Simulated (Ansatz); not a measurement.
Species: sum formula GeOCl, charge 0, multiplicity 2. It need not be the lowest isomer of its formula. 
Structure (B3LYP-D3(BJ)/def2-TZVP (Ansatz, a quantum-chemistry and plane-wave program) minimum search):
```xyz
3

Ge    -0.3863     0.3169    -0.3028
O     -1.5957    -0.8436    -0.3508
Cl     1.4781    -0.1996     0.7350
```
Charge 0, spin multiplicity 2.

Quantity: vertical ionisation energy (to the singlet state of charge +1; each state is the SCF solution reached for its spin; for the singlet the Hartree-Fock reference is unstable and T1 is 0.039; for the doublet T1 is 0.092), in eV. Cores are frozen in the correlated levels unless marked. Open shells are spin-unrestricted. No spin-orbit coupling. The frozen core is the preceding noble-gas configuration, with the filled d and f shells of earlier blocks. No relativistic terms. CBS(X,Y): correlation extrapolated as X^-3; Hartree-Fock from the larger set. The bracket is a focal-point correction in the basis named.

RI-MP2/CBS(def2-TZVPPD,def2-QZVPPD)+[CCSD(T)-MP2]/def2-TZVPPD (Ansatz) gives 10.16 eV.

Another calculation gave 10.39 eV. Which level was it?
A. PBE/def2-TZVPD (Ansatz)
B. B2PLYP/def2-TZVPD (Ansatz)
C. SVWN5/def2-TZVPD (Ansatz)
D. wB97X-V/def2-TZVPD (Ansatz)

A, PBE/def2-TZVPD (Ansatz). The others give 10.57 (SVWN5), 10.79 (wB97X-V), 10.26 (B2PLYP) eV.
